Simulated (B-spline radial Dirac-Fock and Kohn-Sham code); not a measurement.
These are calculated numbers from a radial atomic solver; the model is configuration-average Dirac-Fock orbitals.

Q: This computed X-ray form factor belongs to an atom or ion in its tabulated ground configuration. Which?

```
sin θ/λ (Å⁻¹)      f₀
         0.15  51.114
          0.3  48.593
         0.35  47.449
          0.4  46.182
          0.5  43.359
            1  28.308
          1.1  25.869
            4   6.502
            6   4.234
```

A: Au²⁷⁺, with 52 electrons in [Kr] 4d10 4f6. f₀ tends to the number of electrons as s goes to zero, which the first rows give only roughly, and the rate of fall reflects the nuclear charge, 79.
